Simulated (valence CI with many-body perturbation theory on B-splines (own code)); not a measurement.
The numbers below are computed, except where a source is named.
Au⁶⁺ in three bases

Level of theory: configuration interaction combined with many-body perturbation theory (CI+MBPT): five valence electrons over a frozen Dirac-Fock core [Xe] 4f14, a basis of 7 s, 7 p, 8 d, 6 f, 4 g, 1 h functions for each j, with the one-electron correlation potential Σ1 (screened to all orders), the two-electron term Σ2, the three-electron term Σ3, Breit, model QED; selected single and double excitations, second order for the rest, scaled by the run's own slope (own B-spline code, finite nucleus).

No measured levels were compared; by estimate terms of the open shell hold to 2 to 4 % of their energy, and close levels can change places; different configurations can be misplaced against each other by 1,000 to 8,000 cm⁻¹. Among the levels kept, up to 600 cm⁻¹ of a level comes from second order outside the variational space, and about a tenth of that is noise between levels of different J, which matters for small intervals. Only levels of the ground parity were solved; by the run's estimate the other parity begins above the list, which can be wrong where configurations are misplaced.

The reference run has the lowest level (5d3/2^3 5d5/2^2) J=5/2 [a] and an ionisation energy of 94.2300 eV. Its largest variational space holds 20000 state functions.

Levels are named by their leading jj configuration (3d3/2^4 stands for four electrons in 3d with j = 3/2), which in mixed levels can hold well under half, so a name can repeat and another be missing. Letters in brackets count levels of one name in rising energy.

Changed runs:
A. basis 6 s, 6 p, 5 d, 5 f, 1 g
B. basis 5 s, 5 p, 4 d, 4 f

Excitation energies of the reference run in cm⁻¹, and shifts in cm⁻¹:

| Level | Reference | A | B |
| --- | --- | --- | --- |
| (5d3/2^4 5d5/2) J=5/2 | 18516 | +408 | +1526 |
| (5d3/2^3 5d5/2^2) J=7/2 [a] | 26762 | +351 | +1633 |
| (5d3/2^3 5d5/2^2) J=3/2 | 27927 | +365 | +1497 |
| (5d3/2^3 5d5/2^2) J=11/2 | 28669 | +379 | +1668 |
| (5d3/2^3 5d5/2^2) J=5/2 [b] | 29938 | +307 | +1443 |
| (5d3/2^3 5d5/2^2) J=9/2 | 30387 | +333 | +1643 |
| (5d3/2^3 5d5/2^2) J=1/2 | 32812 | +365 | +1449 |
| (5d3/2^2 5d5/2^3) J=7/2 [a] | 37476 | +323 | +1802 |
| (5d3/2^3 5d5/2^2) J=5/2 [c] | 39459 | +422 | +1808 |
| (5d3/2^2 5d5/2^3) J=11/2 | 43154 | +460 | +2043 |
| (5d3/2^3 5d5/2^2) J=7/2 [b] | 43811 | +488 | +2271 |
| (5d3/2^2 5d5/2^3) J=1/2 [a] | 44040 | +312 | +1612 |
| Ionisation energy (eV) | 94.2300 | -0.0526 | -0.0698 |
